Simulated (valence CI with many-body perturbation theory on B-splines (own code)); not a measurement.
Values are calculated unless marked as measured or tabulated.
Cd VII: magnetic and hyperfine properties of the levels

Level of theory: relativistic CI+MBPT: six valence electrons over a frozen Dirac-Fock core [Kr], radial functions for each j: 7 s, 7 p, 8 d, 6 f, 4 g, 1 h, with the one-electron correlation potential Σ1, the two-electron term Σ2, the three-electron term Σ3, Breit, model QED; selected CI, second order for the rest, scaled by the run's own slope (own B-spline code, finite nucleus).

No measured levels were compared; by estimate terms of the open shell hold to 2 to 4 % of their energy, and close levels can change places; different configurations can be misplaced against each other by 1,000 to 8,000 cm⁻¹. Among the levels kept, up to 840 cm⁻¹ of a level comes from second order outside the variational space, and about a tenth of that is noise between levels of different J, which matters for small intervals. Only levels of the ground parity were solved; by the run's estimate the other parity begins above the list, which can be wrong where configurations are misplaced.

A/g_I is the dipole constant over the nuclear g factor μ/I (μ in nuclear magnetons, uniformly magnetised nucleus), B/Q the quadrupole constant per barn. Both hold the static response of the core; the bare values leave it out. Large factors of s and p1/2 electrons are usually good to 5 to 10 %; those of open d and f shells near neutrality can be off by tens of per cent, and small factors of p3/2, d and f electrons come from cancelling terms and can be off by a factor of two or in sign, in half-filled shells by more. B is blank for J = 1/2, where it vanishes, and for nearly pure S terms. Energies count from the lowest level. Levels with J = 0 are left out.

Names give the largest LS component (configuration and term), which can be under half, so a name can repeat, a term be missing and a line seem to break the LS rules; names also repeat where a configuration has a term twice. Letters in brackets count levels of one name in rising energy.

| Level | E (cm⁻¹) | g | A/g_I (MHz) | A/g_I bare | B/Q (MHz/b) | B/Q bare |
| --- | --- | --- | --- | --- | --- | --- |
| 4d6 5D_4 | 0.0 | 1.489 | 164 | 650 | 1770 | 1650 |
| 4d6 5D_3 | 3295 | 1.493 | -16.5 | 456 | 398 | 376 |
| 4d6 5D_2 | 4753 | 1.493 | -27.2 | 443 | -387 | -355 |
| 4d6 5D_1 | 5984 | 1.495 | -62.9 | 405 | -593 | -549 |
| 4d6 3H_4 [a] | 21718 | 1.004 | 981 | 969 | 692 | 641 |
| 4d6 3H_6 | 22894 | 1.155 | 911 | 1070 | -1010 | -937 |
| 4d6 3H_5 | 23248 | 1.083 | 945 | 1020 | 226 | 212 |
| 4d6 3P_2 | 23536 | 1.464 | 16.4 | 459 | -336 | -308 |
| 4d6 3F_3 | 26811 | 0.994 | 1170 | 1170 | 607 | 567 |
| 4d6 3H_4 [b] | 27624 | 1.025 | 1040 | 1060 | -254 | -232 |
| 4d6 3F_2 | 27945 | 0.702 | 1810 | 1520 | -196 | -182 |
| 4d6 3G_5 | 30602 | 1.150 | 912 | 1070 | -636 | -583 |
| 4d6 3P_1 [a] | 32059 | 1.298 | 327 | 607 | 99.1 | 93.8 |
| 4d6 3G_4 | 32603 | 1.069 | 1140 | 1220 | -192 | -176 |
| 4d6 3G_3 | 33575 | 0.854 | 1530 | 1390 | -18.7 | -15.3 |
| 4d6 3D_2 | 35933 | 1.171 | 813 | 982 | 413 | 388 |
| 4d6 1I_6 | 36739 | 1.010 | 1190 | 1210 | -1720 | -1600 |
| 4d6 3D_3 | 36842 | 1.317 | 460 | 767 | -416 | -394 |
| 4d6 3D_1 | 37266 | 0.713 | 1670 | 1390 | 140 | 135 |
| 4d6 1G_4 | 41512 | 1.013 | 1230 | 1250 | 800 | 747 |
| 4d6 1D_2 | 46229 | 1.017 | 1140 | 1160 | -785 | -734 |
| 4d6 1F_3 | 48734 | 1.014 | 1210 | 1230 | -2000 | -1850 |
| 4d6 3P_1 [b] | 56555 | 1.494 | -201 | 247 | 36.5 | 31.3 |

(1) Take the isotope of mass number 113, with I = 1/2, μ = -0.6213 μN. What is the hyperfine structure of 4d6 3H_6?

Results:

(1) From the table A = -1130 MHz. Shifts from the centre of gravity in MHz: F = 11/2: 3960, F = 13/2: -3390.
